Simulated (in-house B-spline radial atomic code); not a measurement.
# Ionising Gd LX (Gd59+) with different functionals

Computed with a B-spline radial code for spherical atoms: scalar-relativistic (spin-free X2C) Hamiltonian, Fermi nucleus of rms radius 5.1569 fm, spin-polarised at highest spin, spherical fractional occupations for the functionals, the average over the highest-spin determinants for Hartree-Fock. The ionisation energy is the difference of two self-consistent energies, [He] 2s2 2p1 → [He] 2s2, without Breit or QED terms; ε is the level of the shell that loses the electron (its least bound occupied spin orbital). There is no spin-orbit coupling in this Hamiltonian.

Hybrids are left out here: with spherical fractional occupations of an open shell their exact exchange keeps a self-interaction that integer-occupation calculations don't have.

```json
{"method": "Hartree-Fock", "rung": "Hartree-Fock", "ΔSCF (eV)": "13006.3", "-ε(2p) (eV)": "13007.1"}
{"method": "LDA VWN5", "rung": "LDA", "ΔSCF (eV)": "12996.3", "-ε(2p) (eV)": "12856.6"}
{"method": "LDA PW92", "rung": "LDA", "ΔSCF (eV)": "12996.2", "-ε(2p) (eV)": "12856.6"}
{"method": "OLYP", "rung": "GGA", "ΔSCF (eV)": "13000.7", "-ε(2p) (eV)": "12864.7"}
```

Problem. Among the functionals, which spreads more, the ΔSCF values or the orbital energies?

Solution. The orbital energies: ΔSCF values span about 4.5 eV and the orbital energies 8.1 eV.

Problem. How do they compare with the NIST value?

Solution. NIST lists 13521 eV ± 7 (tabulated theory, ground level to ground level). Errors run from -524.8 to -514.7 eV. The correlated functionals all miss on the same side by more than they spread, so the cause is common to them (spin-orbit coupling, Breit-QED terms, multiplet and fine-structure energies, or a listed next ion that isn't the cheapest removal here) and closeness doesn't rank the functionals. Hartree-Fock also lacks correlation.
